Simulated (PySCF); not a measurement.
## Potential energy of SnI along the bond

Set-up: basis Sn def2-TZVPPD with ECP28, I def2-TZVPPD with ECP28; scalar-relativistic core potentials; PySCF 2.14. Energies in eV from Sn + I in their ground configurations at the same level. State: ²Π (doublet), unpaired electrons π ↑.

```csv
R (Å),r²SCAN,BLYP,PBE
2.343,-2.150,-1.860,-2.164
2.452,-2.715,-2.486,-2.748
2.561,-3.016,-2.845,-3.068
2.642,-3.119,-2.989,-3.186
2.724,-3.146,-3.055,-3.227
2.806,-3.117,-3.062,-3.211
2.915,-3.015,-3.006,-3.127
3.051,-2.823,-2.867,-2.955
3.214,-2.542,-2.644,-2.698
3.432,-2.141,-2.310,-2.325
```

Question: Put a parabola through the three lowest points of the r²SCAN curve and estimate Re, k and ωe (reduced mass 61.65 u; 1 eV/Å² = 0.16022 mdyn/Å; ωe = 1302.8·√(k/μ) cm⁻¹).

Answer: Through R = 2.642, 2.724, 2.806 Å the second-order coefficient is 4.16 eV/Å², so Re ≈ 2.723 Å, k ≈ 1.33 mdyn/Å and ωe ≈ 192 cm⁻¹. A polynomial fit of higher order to the unrounded r²SCAN energies gives Re = 2.718 Å, k = 1.38 mdyn/Å, ωe = 195 cm⁻¹; anharmonicity and rounding make the difference.

The higher-order fit for each curve: r²SCAN: Re = 2.718 Å, ωe = 195 cm⁻¹, De = 3.15 eV; BLYP: Re = 2.776 Å, ωe = 179 cm⁻¹, De = 3.07 eV; PBE: Re = 2.739 Å, ωe = 188 cm⁻¹, De = 3.23 eV.

These are scalar-relativistic numbers at best; spin–orbit coupling would shift them, the dissociation energy most. The state is the lowest determinant that a PBE0 search found; another state may lie lower at other levels.
